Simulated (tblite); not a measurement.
Compound: C5H5ClN2S.
Z-matrix (Å and degrees, GFN2-xTB geometry), rows numbered from 1:
```
Cl
C   1  1.6840
N   2  1.2834  1  124.27
N   3  1.3204  2  113.59  1   179.67
C   4  1.2873  3  114.96  2     0.04
C   5  1.4526  4  124.03  3  -179.53
C   6  1.5097  5  120.00  4  -145.40
C   7  1.4879  6   60.48  5  -108.77
S   5  1.7620  4  112.86  3     0.07
H   6  1.0820  5  112.17  4     0.15
H   7  1.0795  6  117.42  8   108.79
H   7  1.0787  6  117.35  8  -109.41
H   8  1.0786  6  117.38  7   109.47
H   8  1.0795  6  117.36  7  -108.75
```

Calculated harmonic vibrations of the isolated species, GFN2-xTB (tblite), most abundant isotopes, no scaling. Against measured fundamentals such values can be off by several per cent, at times by over 20. One conformer, not necessarily the lowest.

Harmonic wavenumbers (cm⁻¹): 55.7, 100.0, 128.1, 227.7, 251.4, 348.4, 400.2, 455.9, 553.0, 556.4, 621.2, 654.5, 716.2, 799.9, 868.7, 940.5, 943.2, 976.3, 1027.2, 1070.3, 1071.7, 1078.1, 1149.5, 1192.0, 1198.8, 1231.5, 1350.8, 1427.6, 1467.6, 1475.3, 1539.5, 3070.3, 3093.2, 3093.8, 3102.9, 3119.8.

A = 3682, B = 679.3, C = 600.3 MHz; mass 159.986 u (most abundant isotopes); point group Cs, symmetry number 1.

Question: What is the zero-point energy?

Answer: Half the sum of the wavenumbers: 20679 cm⁻¹ = 59.12 kcal/mol.

Question: What is S at 298.15 K and 1 bar for an ideal gas of classical rigid rotors and harmonic oscillators?

Answer: Translation 41.14, rotation 29.75, vibration 20.94: S = 91.8 cal/(mol K).

Question: And Cp and H(298.15 K) − H(0)?

Answer: Cp = 31.76 cal/(mol K), of which vibrations give 23.81 (their classical limit is 36 R = 71.5); H(298.15 K) − H(0) = 5.77 kcal/mol without the zero-point energy, 3.40 from vibrations.

Question: Blend soft modes into free rotors: weight 1/[1 + (100 cm⁻¹/ν̃)⁴] for the oscillator and the rest for a rotor with moment μB/(μ + B), μ = h/(8π²ν), B = 10⁻⁴⁴ kg m². What vibrational entropy results?

Answer: 19.50 cal/(mol K) in place of 20.94, which changes −T·S at 298.15 K by +0.43 kcal/mol.

Question: What must be added to the electronic energy to get the Gibbs energy at 298.15 K and 1 bar?

Answer: ZPE + [H(298.15 K) − H(0)] − T·S = 59.12 + 5.77 − 27.38 = 37.51 kcal/mol.

Question: Which modes carry the vibrational entropy at 298.15 K?

Answer: 55.7 cm⁻¹: 4.60; 100.0 cm⁻¹: 3.45; 128.1 cm⁻¹: 2.97; 227.7 cm⁻¹: 1.90; 251.4 cm⁻¹: 1.72; 348.4 cm⁻¹: 1.17 cal/(mol K); the other 30 give 5.12 together.

Question: How do the functions run with temperature in this model?

Answer: 
```
 T (K)  S (cal/(mol K))  Cp (cal/(mol K))  H − H(0) (kcal/mol)  G − H(0) (kcal/mol)  ln q(vib)
    50             58.7              11.5                 0.47                -2.47       0.31
   100             67.9              15.4                 1.14                -5.65       1.12
373.15             99.6              37.9                 8.39               -28.79       6.25
   500            112.0              46.4                13.76               -42.22       8.75
   750            133.1              57.3                26.86               -72.94      13.58
  1000            150.5              63.7                42.06              -108.46      18.06
```

q(vib) and H(0) count from the zero-point level.

Hindered rotation and anharmonicity are outside this model. Other conformers, if any are populated, would add a mixing term that is left out.
